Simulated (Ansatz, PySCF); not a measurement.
Reaction (SMILES): CB(C)C [trimethylborane] -> C[B]C + [CH3] (CH3) (the B-C bond at the site shown breaks; other sites are not compared here)
Each molecule is optimised on its own at B3LYP-D3(BJ)/def2-TZVP (Ansatz, a program for electronic structure). Frequencies are from Ansatz or PySCF.

Wanted: bond dissociation energy (enthalpy at 298 K, with B3LYP-D3(BJ) rigid-rotor harmonic-oscillator terms), in kcal/mol. Valence correlation only, unless marked. Open shells are spin-unrestricted. Spin-orbit coupling is left out. Non-relativistic. CBS(X,Y): correlation extrapolated as X^-3; Hartree-Fock from the larger set. [CCSD(T)-MP2]/basis is that difference in the basis named.

RI-MP2/CBS(aug-cc-pVTZ,aug-cc-pVQZ)+[CCSD(T)-MP2]/aug-cc-pVTZ (Ansatz) gives 103.4 kcal/mol.

**Question.** Another calculation gave 96.1 kcal/mol. Which level was it?
A) BHLYP/def2-TZVPD (Ansatz)
B) SVWN5/def2-TZVPD (Ansatz)
C) LC-wPBE/def2-TZVPD (Ansatz)
D) wB97X-V/def2-TZVPD (Ansatz)

**Answer.** A, BHLYP/def2-TZVPD (Ansatz). The others give 104.4 (wB97X-V), 99.1 (LC-wPBE), 116.5 (SVWN5) kcal/mol.
